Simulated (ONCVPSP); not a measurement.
# Configuration tests for manganese (Mn) (ONCV)

```
Element                 : Mn (Z = 25)
Generator               : ONCVPSP 4.0.1
Type                    : optimised norm-conserving Vanderbilt (ONCV)
Functional              : PBE
Relativity              : scalar-relativistic
Frozen core             : [Ne]
Valence charge          : 15
Reference configuration : 3s2 3p6 3d4 (charge +3)
Partial waves           : 3s: rc 1.20 bohr, ncon 4, nbas 8, qcut 8.9 1/bohr, 2 projectors, debl 1.1 Ha; 3p: rc 1.40 bohr, ncon 4, nbas 7, qcut 7.8 1/bohr, 2 projectors, debl 1.4 Ha; 3d: rc 1.95 bohr, ncon 3, nbas 8, qcut 8.7 1/bohr, 2 projectors, debl 0.6 Ha
Local potential         : polynomial inside 1.10 bohr (lpopt 3, dvloc0 4 Ha)
Core correction         : Teter function, fcfact 2.5, rcfact 1.45
```

In the s channel the program set the typed energies aside and used -4.477, 0.250 Ha. In the p channel the program set the typed energies aside and used -3.318, 0.250 Ha. In the d channel the program set the typed energies aside and used -1.514, 0.250 Ha.

Energies are relative to the spin-unpolarised reference configuration 3s2 3p6 3d4; without spin polarisation the order of configurations can differ from experiment.

Q: Give the all-electron excitation energy and the error of the potential for: 3s2 3p6 3d5 4s2; 3s2 3p6 3d5 4s1; 3s2 3p6 3d5; 3s2 3p6 3d5 4p1.

A:

```
valence configuration  charge  ΔE all-electron (eV)  error AE − PS (meV)
      3s2 3p6 3d5 4s2       0               -56.534                  +87
      3s2 3p6 3d5 4s1      +1               -48.118                 +133
          3s2 3p6 3d5      +2               -32.519                 +195
      3s2 3p6 3d5 4p1      +1               -43.378                 +160
```

Levels in the configuration 3s2 3p6 3d5:

```tsv
level	all-electron (eV)	pseudo (eV)
3s	-103.702	-103.828
3p	-72.429	-72.524
3d	-24.318	-24.612
```
